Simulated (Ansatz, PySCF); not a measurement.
Constitutional and geometric isomers with formula C5H4. All species are isolated molecules in the gas phase. Strings in code marks are SMILES.

Quantity: electronic energy of isomers of C5H4 relative to `C#CC#CC`, in kJ/mol. The restricted reference of `C#CC=C=C` and `C#CC#CC` is unstable towards unrestricted orbitals.

Level 1: frozen-core CCSD(T)/cc-pVTZ // PBE0-D3(BJ)/def2-TZVP (Ansatz, a program for electronic structure)
Level 2: PBE-D3(BJ)/def2-TZVP // PBE0-D3(BJ)/def2-TZVP (PySCF)
Level 3: r2SCAN/cc-pVTZ // PBE0-D3(BJ)/def2-TZVP (Ansatz)
Level 4: SVWN5/6-31G* // PBE0-D3(BJ)/def2-TZVP (PySCF)

```tsv
species	level 2	level 3	level 4
`C#CC=C=C`	22.56	25.40	25.79
`C#CC1C=C1`	115.2	121.2	106.6
`C#CCC#C`	67.8	67.9	82.5
```

Question: What does level 1 give for each, and how far do the other levels lie from it on average?

Answer: 
- `C#CC=C=C`: 26.35
- `C#CC1C=C1`: 115.5
- `C#CCC#C`: 44.3
Mean absolute difference from level 1, which has limits of its own, over these rows (drawn at random from the members that have all these levels): level 2 9.19 kJ/mol, level 3 10.05 kJ/mol, level 4 15.89 kJ/mol.
